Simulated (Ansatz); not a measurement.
Ansatz (a quantum-chemistry and plane-wave program) input (SVWN5/6-31G* with LANL2DZ past Ar): The .json file joins the Basis Set Exchange's 6-31G* for atoms up to Ar and LANL2DZ past it.

Ansatz 0.2 input:
```yaml
crystal:
  periodic: [false, false, false]
  atoms:
    - {symbol: Au, position_ang: [-0.00000000, -0.00000000, -0.43695199]}
    - {symbol: Cl, position_ang: [0.00000000, 0.00000000, 2.03054158]}
basis:
  gaussian:
    orbitals: 6-31Gs+LANL2DZ.json
hamiltonian:
  xc: {name: SVWN5}
total_charge: -1
magnetization: {spin_polarized: true, initial_magnetization: 1}
output: {forces: true}
```

What final total energy does it give?

-594.03760 Eh.
